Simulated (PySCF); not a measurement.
A structure optimised at B3LYP-D3(BJ)/def2-SVP, used in a PySCF frequency run:

```xyz
8

Al    -0.0121     0.0494     0.0000
F     -1.5436     0.7176     0.0000
C      0.2344    -1.8693     0.0000
H      1.3016    -2.1398     0.0000
H     -0.2378    -2.3263    -0.8857
H     -0.2378    -2.3263     0.8857
O      1.3179     1.1053     0.0000
H      1.2736     2.0657     0.0000
```

Task: Write its SMILES, formula and point group.

Result: [CH3][Al]([OH])[F], CH4AlFO, Cs

Task: What are its rotational constants (standard atomic weights)?

Result: 6.4496, 5.4561, 3.0114 GHz
